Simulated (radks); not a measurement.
Question: Tc III, 41 electrons, occupied as [Kr] 4d5. All-electron calculation, scalar-relativistic Kohn-Sham, HCTH/407, spin-polarised, spherical densities, point nucleus; open shells are filled with parallel spins first (spin-orbit coupling, left out, can overturn this in heavy ions). Program: a radial shooting solver on a logarithmic mesh with Libxc functionals. Some entries of the table are withheld. Estimate them.

| orbital | occ. | eigenvalue (hartree) | <1/r> (bohr^-1) | <r> (bohr) |
|---|---|---|---|---|
| 1s down | 1 | -767.2277 | 44.68 | 0.03430 |
| 1s up | 1 | -767.2274 | 44.68 | 0.03430 |
| 2s up | 1 | -110.1470 | 10.08 | 0.1496 |
| 2s down | 1 | -110.1199 | 10.09 | 0.1496 |
| 2p up | 3 | -98.71387 | 9.795 | 0.1303 |
| 2p down | 3 | -98.69348 | 9.796 | 0.1303 |
| 3s up | 1 | -19.70907 | 3.484 | 0.4150 |
| 3s down | 1 | -19.69688 | 3.483 | 0.4150 |
| 3p up | 3 | -15.94875 | 3.317 | 0.4157 |
| 3p down | 3 | -15.93446 | 3.317 | 0.4157 |
| 3d up | 5 | -9.85872 | 3.090 | 0.3979 |
| 3d down | 5 | -9.83480 | 3.090 | 0.3977 |
| 4s up | 1 | -3.35758 | 1.286 | (1) |
| 4s down | 1 | -3.21287 | 1.300 | (2) |
| 4p up | 3 | -2.33316 | 1.146 | 1.171 |
| 4p down | 3 | -2.17829 | 1.155 | 1.170 |
| 4d up | 5 | -0.89024 | 0.8378 | 1.575 |
| 4d down | 0 | -0.76159 | 0.7960 | 1.663 |
| 5s up | 0 | -0.68517 | 0.4667 | 2.794 |
| 5s down | 0 | -0.66393 | 0.5075 | 2.470 |
| 5p up | 0 | -0.48371 | 0.3710 | 3.470 |

Answer: 
(1) 4s up <r> (bohr): 1.060
(2) 4s down <r> (bohr): 1.053
